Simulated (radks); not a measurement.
Results of a calculation; reference values are marked as such.
The platinum anion Pt2-, [Hg], held by a Watson sphere: a shell of charge +1.42 at radius R that stands for the Madelung well of a crystal (potential energy -1.42/R inside, -1.42/r outside, in hartree with lengths in bohr). Code: a radial shooting solver on a logarithmic mesh with Libxc functionals. Model: scalar-relativistic Kohn-Sham, PBEsol, spin-unpolarised, spherical densities, finite nucleus; Fermi nuclear charge, rms radius of each element as measured or else 0.836 A^(1/3) + 0.57 fm.

R (bohr),e(5p) (eV),e(6s) (eV),e(5d) (eV),<r> 5d (bohr),sum of <r^2> (bohr^2),X-ray form factor at sin(theta)/lambda = 0.2 1/angstrom
2.72,-50.722,-2.806,-1.699,1.834,83.82,66.186
2.91,-50.581,-2.703,-1.498,1.850,85.55,66.156
2.95,-50.553,-2.678,-1.457,1.853,85.92,66.151
3.11,-50.444,-2.573,-1.300,1.864,87.39,66.134
3.79,-50.022,-2.073,-0.718,1.903,93.67,66.108
3.92,-49.948,-1.976,-0.621,1.909,94.88,66.109
3.94,-49.936,-1.962,-0.607,1.910,95.07,66.109
4.64,-49.579,-1.483,-0.163,1.938,101.7,66.123
